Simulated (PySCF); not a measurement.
Computed structure and properties of Gd(OH)3

System: Gd(OH)3 (singlet in the valence; each metal's 4f electrons, 7 of them, lie in its core potential, out of spins and levels); start: template (C3v). Method: PySCF 2.14.0, RKS PBE, Gd lcecp-1-SVP with ECP53, O def2-SVP, H def2-SVP; non-relativistic Hamiltonian with scalar-relativistic core potentials where named; density fitting; no spin-orbit coupling.

Input of the relaxation:

```python
mol = gto.M(atom='''
Gd    -0.00000    -0.00000    -0.00506
O      2.17580    -0.00000    -0.00506
H      3.07579    -0.00000     0.34494
O     -1.08790     1.88430    -0.00506
H     -1.53789     2.66371     0.34494
O     -1.08790    -1.88430    -0.00506
H     -1.53790    -2.66371     0.34494''',
    basis={'Gd': 'lcecp-1-SVP', 'O': 'def2-SVP', 'H': 'def2-SVP'},
    ecp={'Gd': 'lcecp-1-SVP'},
    charge=0, spin=0)
mf = dft.RKS(mol, xc='PBE')
mf.grids.atom_grid = (50, 194)  # f atoms: unpruned, at least (60, 302)
mf = mf.density_fit()  # fitting sets: Gd AutoAux, O def2-universal-JKFIT, H def2-universal-JKFIT
mf.conv_tol = 1e-08; mf.max_cycle = 55
mf.kernel(dm0)  # dm0: converged density of the start geometry
# quasi-Newton relaxation in Cartesian coordinates to a largest gradient under 0.00045 Eh/bohr, steps kept in the point group
```

Run from Python with OMP_NUM_THREADS=2; the lines above give its settings. Where DIIS fails, smearing, a level shift and second-order steps follow.
It took 48 s on 2 threads of Arm Neoverse V1 (shared host), from the converged density of the start.

Course of the relaxation:

```tsv
step	energy above end (eV)	largest force component within the symmetry (eV/Å)
0	0.3523	1.716
1	0.1320	0.654
2	0.0480	0.451
3	0.0147	0.520
4	0.0068	0.096
5	0.0048	0.056
6	0.0044	0.033
7	0.0040	0.026
8	0.0026	0.058
9	0.0019	0.160
10	0.0008	0.034
11	0.0004	0.016
12	0.0001	0.031
13	0.0001	0.024
14	0.0000	0.008
```

Relaxed geometry (C3v):

```xyz
7

Gd    0.0000    0.0000   -0.0826
O     2.0708    0.0000    0.1036
H     3.0244    0.0000    0.2621
O    -1.0354    1.7933    0.1036
H    -1.5122    2.6192    0.2621
O    -1.0354   -1.7933    0.1036
H    -1.5122   -2.6192    0.2621
```

```
    contact      Å
Gd1–O2 (OH)  2.079
Gd1–O4 (OH)  2.079
Gd1–O6 (OH)  2.079
```

On the finer grid (75, 302):

The HOMO is -5.88 eV. The LUMO is -2.03 eV and the dipole about the centre of mass is 0.56 D. The set of Mulliken populations of Gd1 outside the core potential is s 2.15, p 6.37, d 1.52, f 0.09. The D3(BJ) dispersion energy (not in the energies) is -0.096 eV.

| atom | Mulliken (e) | Löwdin (e) | spin (e) |
| --- | --- | --- | --- |
| Gd1 | 0.88 | 0.57 | 0.00 |
| O2 | -0.46 | -0.27 | 0.00 |
| H3 | 0.17 | 0.08 | 0.00 |
| O4 | -0.46 | -0.27 | 0.00 |
| H5 | 0.17 | 0.08 | 0.00 |
| O6 | -0.46 | -0.27 | 0.00 |
| H7 | 0.17 | 0.08 | 0.00 |

The 4f levels lie in the core potential and are missing. Their spin isn't counted.

On the grid (50, 194), as all that follows. Harmonic modes: a minimum within the noise of the softest modes; lowest 42 cm⁻¹ (negative: unstable), highest 3853 cm⁻¹, zero-point energy 0.987 eV.

Taking off one OH (charge -1, singlet; the rest: singlet) in vacuum, both parts rigid, costs 11.22 eV; the small basis without counterpoise inflates it. Most of it is the attraction of opposite charges; other ways to part are cheaper, and one spin state was tried for the rest.

Rigid scan of OH along the line from its metal:

```
distance to O2 (Å)  energy (eV)
              1.78        1.348
              1.88        0.514
              1.98        0.111
              2.08        0.000
              2.18        0.083
              2.28        0.290
              2.48        0.902
              2.78        1.956
              3.18        3.215
              3.68        4.283
```

One start shape was tried, so this needn't be the lowest isomer.

An lcecp potential fixes the number of 4f electrons, so in runs with it no electron can move into or out of that shell.
